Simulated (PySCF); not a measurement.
**Excitation energy of Be by level of theory**

Be [He] 2s2 (1S) → Be [He] 2s1 3s1 (3S), as a difference of total energies. All numbers are calculated (PySCF 2.14, the spin-free X2C one-electron Hamiltonian (Gaussian nucleus), in x2c-TZVPPall with one added diffuse shell of s type (6s3p1d, 20 functions)). Correlated levels: valence and next inner shell: nothing frozen. The calculations carry no spin-orbit coupling.

| method | excitation energy (eV) |
| --- | --- |
| UHF | 5.322 |
| MP2 (valence and next inner shell) | 6.012 |
| SCS-MP2 (valence and next inner shell) | 6.175 |
| CCSD (valence and next inner shell) | 6.447 |
| CCSD(T) (valence and next inner shell) | 6.454 |
| CCSDT (valence and next inner shell) | 6.454 |
| FCI (valence and next inner shell) | 6.454 |

Task: How much does correlation contribute at CCSD(T) (valence and next inner shell)?

Result: 6.454 − (5.322) = 1.132 eV, measured against UHF.

Errors of the correlated levels include the incompleteness of this basis.

The basis was made for the ground configuration and has no added diffuse functions, so the excitation energy can come out too high.

For comparison: 6.457 eV (measured; NIST levels).
